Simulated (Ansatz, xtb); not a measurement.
Relative energy of two isomers of C5H3BrOSe

We compare X, `O=Cc1c[se]c(Br)c1`, a singlet, with Y, `O=Cc1[se]ccc1Br`, a singlet. Both are isolated molecules in the gas phase, relaxed with B3LYP/def2-SVP; the shapes shown needn't be the lowest conformers.

X (Å):

```xyz
11

C     1.6042    1.2912    0.4290
C     0.7530    1.2143   -0.7806
C    -0.2115    0.2435   -0.9336
C    -0.0073    1.8988   -2.9020
C     0.8654    2.1368   -1.8792
Br   -0.1645    2.8800   -4.4994
O     1.5340    0.5313    1.3676
Se   -1.1098    0.4073   -2.5503
H     2.3471    2.1309    0.4195
H    -0.4421   -0.5387   -0.2106
H     1.5863    2.9569   -1.8950
```

Y (Å):

```xyz
11

C     1.2751   -0.3719    1.8321
C     1.1563   -0.3691    0.3751
C     0.7514   -1.0012   -2.0940
C     1.1787    0.2890   -1.9126
C     1.4006    0.6315   -0.5450
Br    1.9954    2.3704   -0.0703
O     1.0238   -1.3363    2.5251
Se    0.5824   -1.9410   -0.4946
H     1.6202    0.5941    2.2730
H     0.5216   -1.4748   -3.0487
H     1.3375    0.9956   -2.7285
```

**Question.** Which of the two would you expect CCSD(T)/def2-SVP + ΔMP2/def2-TZVPP electronic energies to favour?

**Answer.** Structure Y; the calculation gives E(Y) − E(X) = −3.8 kcal/mol.

How the difference moves with the method:

```tsv
level	geometry	E(Y) − E(X) (kcal/mol)	departure from the last row (kcal/mol)	job, with rough time for the two
GFN2-xTB	GFN2-xTB	−5.8	−2.0	optimisation, 0.21 s
HF/STO-3G	GFN2-xTB	+0.5	+4.3	single point, 1.1 s
r2SCAN-D4/def2-SVP	GFN2-xTB	−4.7	−0.9	single point, 5.9 s
B3LYP/def2-SVP	B3LYP/def2-SVP	−3.7	+0.1	optimisation, 51 s
HF/def2-SVP	B3LYP/def2-SVP	−2.5	+1.4	part of the CCSD(T) run
MP2/def2-SVP	B3LYP/def2-SVP	−4.4	−0.5	part of the CCSD(T) run
CCSD(T)/def2-SVP	B3LYP/def2-SVP	−3.5	+0.3	single point
CCSD(T)/def2-SVP + ΔMP2/def2-TZVPP	B3LYP/def2-SVP	−3.8		single point, 3.9 min
```

As drawn, both hold the same kinds of bond in the same numbers.

HF/STO-3G puts the two in the other order. The largest departure from CCSD(T)/def2-SVP + ΔMP2/def2-TZVPP is that of HF/STO-3G, 4.3 kcal/mol. The last row adds to CCSD(T) the change of the MP2 difference between the two basis sets, here −0.3 kcal/mol.

With thermal terms from frequencies at re-optimised GFN2-xTB minima (ideal gas, soft modes damped towards free rotors, one conformer each, 298.15 K, 1 atm): on the last row, ΔE + ΔZPE = −3.7, ΔH = −3.7, ΔG = −3.6 kcal/mol.

The correlated steps freeze 24 core orbitals; the filled d shell of Br and Se is correlated, in a basis made for valence electrons. Run with Ansatz 0.2.0, xtb 6.7.1; the last row on 4 threads of Arm Neoverse V1 on a shared host.
